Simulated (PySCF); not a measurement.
SiH3Cl, SMILES [SiH3]Cl.

The structure is a stationary point at B3LYP-D3(BJ)/def2-TZVP. The isomer is the one that the SMILES or the coordinates give; other isomers of the formula were not compared.

Two levels are set side by side: TDDFT-PBE/def2-TZVPD (PySCF) and TDDFT-ωB97X/def2-TZVPD (PySCF). Vertical, same geometry. The lowest singlet is HOMO−1→LUMO 99 % with PBE and HOMO→LUMO 88 % with the other functional; states are paired by order. Differences are taken from unrounded values.

```json
[
 {"quantity": "lowest singlet excitation (eV)", "TDDFT-ωB97X": "7.67"},
 {"quantity": "lowest triplet excitation (TDA) (eV)", "TDDFT-ωB97X": "7.31"}
]
```

Task: What does TDDFT-PBE give, and how far is it from TDDFT-ωB97X? (The exact figures need the calculation; the answer reports its results.)

Result: 
| quantity | TDDFT-PBE | TDDFT-PBE minus TDDFT-ωB97X |
|---|---|---|
| lowest singlet excitation (eV) | 6.60 | -1.07 |
| lowest triplet excitation (TDA) (eV) | 6.27 | -1.04 |

Functionals without exact exchange tend to place singlet excitations lower, as here. Differences between two approximate levels are no errors against the true value.

Rough cost on one machine, each run with all the roots and properties that it gave: TDDFT-ωB97X against TDDFT-PBE about 7 times.
